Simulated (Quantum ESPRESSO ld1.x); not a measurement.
The numbers below are computed, except where a source is named.
Question: The aim is neutral antimony in [Kr] 4d10 5s2 5p3. What will ld1.x (Quantum ESPRESSO 7.5) do with this input?

```
 &input
    zed=51.0,
    iswitch=1,
    rel=2,
    dft='PW',
    config='[Zn] 4d10 5s2 5p3',
    lsmall=.true.,
    prefix='ld1',
    max_out_wfc=37,
    file_charge='ld1.rho',
 /
```

Answer: Refused. The program stops in el_config with "wrong core: Zn": the cores known are He, Ne, Ar, Kr, Xe, Hg and Rn.

Output (excerpt):

```
     Program LD1 v.7.5 starts

 %%%%%%%%%%%%%%%%%%%%%%%%%%%%%%%%%%%%%%%%%%%%%%%%%%%%%%%%%%%%%%%%%%%%%%%%%%%%%%
     Error in routine el_config (1):
     wrong core: Zn
 %%%%%%%%%%%%%%%%%%%%%%%%%%%%%%%%%%%%%%%%%%%%%%%%%%%%%%%%%%%%%%%%%%%%%%%%%%%%%%

     stopping ...
```

Run on one thread of a shared host, so times are rough (Intel(R) Xeon(R) Processor @ 2.60GHz): 0.5 s of CPU time, 0.54 s wall.
